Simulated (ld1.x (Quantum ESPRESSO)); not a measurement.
What one change does to a pseudopotential (As, PAW)

ld1.x (Quantum ESPRESSO) 7.5 input, shortened:

```
&input
   title='As', zed=33., rel=1, dft='PBE', iswitch=3,
   config='[Ar] 3d10 4s2 4p1 4d-2'
 /
 &inputp
   pseudotype=3, lpaw=.true., tm=.true., lloc=-1, rcloc=1.50,
   nlcc=.true., new_core_ps=.true., rcore=1.35,
   which_augfun='PSQ', rmatch_augfun_nc=.true.
 /
6
4S  1  0   2.00   0.00  1.60  1.80  0.0
4S  1  0   0.00  -1.30  1.60  1.80  0.0
4P  2  1   1.00   0.00  1.30  1.75  0.0
4P  2  1   0.00   1.30  1.30  1.75  0.0
4D  3  2  -2.00   0.40  1.15  1.45  0.0
4D  3  2  -2.00   1.55  1.15  1.45  0.0
 &test
   configts(1)='4s2 4p1'
 /
```

Change: waves 4s (bound): rcut 1.60, rcutus 1.90 bohr; 4s channel at -1.3 Ry: rcut 1.60, rcutus 1.90 bohr.

Cutoffs: the cutoffs (Ry, on a coarse ladder) from which the occupation-weighted sum of valence levels, in a spherical-Bessel basis at the reference potential, stays within 10 and 1 mRy of its value at 400 Ry; they do not see the model core or the augmentation charge, which bear on the density cutoff. Errors are all-electron minus pseudo energies relative to the spin-unpolarised reference configuration.

Problem. How do hardness, ghosts and transferability respond?

Solution. The potential gets softer (8 Ry and 15 Ry → 8 Ry and 10 Ry); both files keep a bound ghost (d); the errors of the 7 common tests hardly move. A larger radius leaves more room for a smooth pseudo-wave, so fewer plane waves are needed.

| quantity | base | changed |
| --- | --- | --- |
| cutoff, loose | 8 Ry | 8 Ry |
| cutoff, tight | 15 Ry | 10 Ry |
| bound ghosts | d | d |
| error for 4s2 4p3, meV [ΔE -27.07 eV] | -26 | -26 |
| error for 4s2 4p2, meV [ΔE -17.92 eV] | -11 | -11 |
| error for 4s2 4p0, meV [ΔE 27.70 eV] | -38 | -37 |
| error for 4s2 4p2.5, meV [ΔE -23.51 eV] | -19 | -19 |
| error for 4s1 4p4, meV [ΔE -17.65 eV] | -6.5 | -6.4 |
| error for 4s1 4p3, meV [ΔE -7.81 eV] | -0.1 | 0.0 |
| error for 4s1 4p0, meV [ΔE 78.35 eV] | -284 | -282 |
| lowest overlap eigenvalue by channel | s 0.36, p 0.58, d 0.88 | s 0.34, p 0.58, d 0.88 |

 A true bound ghost makes a file unfit for plane-wave use even where its test errors are small: the radial tests pick states by their node count and pass the ghost by.
